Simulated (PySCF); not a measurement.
# Electron correlation in As⁺ (arsenic, charge +1)

[Ar] 3d10 4s2 4p2, high-spin 3P determinant. Computed with PySCF 2.14 in aug-cc-pVTZ-DK (7s6p4d2f, 59 functions), with scalar relativity by spin-free X2C-1e. Frozen: [Ar] 3d10; 4 electrons correlated.

MP2 pair energies summed by pair of shells (mhartree):

```json
{"pair": "4s-4p", "energy": "-33.33", "share (%)": "61.8"}
{"pair": "4s-4s", "energy": "-15.30", "share (%)": "28.4"}
{"pair": "4p-4p", "energy": "-5.26", "share (%)": "9.8"}
```

Total MP2 correlation energy: -53.89 mhartree.

Same-spin part -9.01 and opposite-spin part -44.88 mhartree; SCS-MP2 scales them by 1/3 and 6/5 to -56.86 mhartree.
